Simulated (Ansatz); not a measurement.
## A ladder of methods for C4F6 (SMILES FC1=C(F)C(F)(F)C1(F)F)

C4F6: 10 atoms, total charge 0, spin state singlet. As SMILES, `FC1=C(F)C(F)(F)C1(F)F`. The shape was relaxed beforehand at r2SCAN/def2-SVP.

Quantity: the adiabatic electron affinity (to the doublet anion, shapes relaxed at r2SCAN/def2-SVP, no zero-point term), in eV. The values are calculated.

The electron affinity is E(neutral) − E(anion): positive where the electron is bound.

| level | kind | program | value (eV) | less CCSD(T)/def2-SVP | CPU time (all runs) |
| --- | --- | --- | --- | --- | --- |
| SVWN5/def2-SVP | LDA | Ansatz | -0.07 | +0.12 | 3.3 s |
| r2SCAN/def2-SVP | meta-GGA | Ansatz | 0.24 | +0.43 | 11 s |
| B3LYP/def2-SVP | global hybrid | Ansatz | 0.16 | +0.35 | 7.7 s |
| wB97M-V/def2-SVP | range-separated hybrid | Ansatz | 0.02 | +0.21 | 26 s |
| B2PLYP/def2-SVP | double hybrid | Ansatz | -0.02 | +0.17 | 12 s |
| RPA@PBE/def2-SVP | RPA | Ansatz | 0.10 | +0.29 | 11 s |
| MP2/def2-SVP | perturbation theory | Ansatz | -0.29 | -0.10 | 6.5 s |
| CCSD(T)/def2-SVP | coupled cluster or CI | Ansatz | -0.19 | 0.00 | 5.6 min |

Differences are taken from CCSD(T)/def2-SVP for orientation; it has basis-set and higher-order errors of its own. The values span -0.29 to 0.24 eV. Times are those of the runs behind each value, whatever else they computed, on shared processors of several kinds: orders of magnitude only.
